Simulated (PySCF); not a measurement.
C4H3FO2, SMILES C1=C(F)OCC1=O. The structure is a stationary point at PBE-D3(BJ)/def2-SVP. The values are those of a single conformer.

Computed equilibrium geometry at PBE-D3(BJ)/def2-SVP (PySCF confirms it by a frequency run) as Cartesian coordinates in Å, and its point group (one conformer of several):
point group Cs.
```xyz
10

O     -0.5520    -2.4106     0.0000
C     -0.2474    -1.2283     0.0000
C     -1.0706    -0.0205     0.0000
C     -0.1935     1.0258     0.0000
F     -0.4483     2.3129     0.0000
O      1.1113     0.7480     0.0000
C      1.2098    -0.6973     0.0000
H     -2.1624     0.0367     0.0000
H      1.7668    -1.0151     0.9041
H      1.7668    -1.0151    -0.9041
```
Charge 0, spin multiplicity 1.
